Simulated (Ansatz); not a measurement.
CH4BrFGe, SMILES `F[CH]([GeH3])Br`, relaxed with RKS PBE-D4/def2-SVP in Ansatz from a rough embedded geometry. The force threshold is 0.03 eV/Å; the program also tests the step.

Charge 0, multiplicity 1.

Start:

```xyz
8

F    -0.828   -1.436    0.942
C    -0.702   -0.679   -0.162
Ge    0.588    0.695    0.202
Br   -0.128   -1.668   -1.623
H    -1.703   -0.218   -0.397
H     1.963    0.072    0.558
H     0.102    1.571    1.459
H     0.708    1.663   -0.978
```

| step | energy (eV) | largest force (eV/Å) | largest move (Å) |
| --- | --- | --- | --- |
| 1 | -130341.1801 | 2.182 | 0.000 |
| 2 | -130341.3936 | 0.839 | 0.081 |
| 3 | -130341.4293 | 0.190 | 0.034 |
| 4 | -130341.4324 | 0.121 | 0.021 |
| 5 | -130341.4333 | 0.035 | 0.025 |
| 6 | -130341.4334 | 0.008 | 0.005 |

End:

```xyz
8

F    -0.874   -1.459    0.969
C    -0.726   -0.656   -0.129
Ge    0.620    0.771    0.243
Br   -0.122   -1.730   -1.678
H    -1.720   -0.267   -0.433
H     1.967    0.076    0.539
H     0.136    1.570    1.482
H     0.720    1.696   -0.993
```

Run time 8 s (4 threads of an Arm Neoverse V2 on a shared host); peak host memory 0.17 GiB.
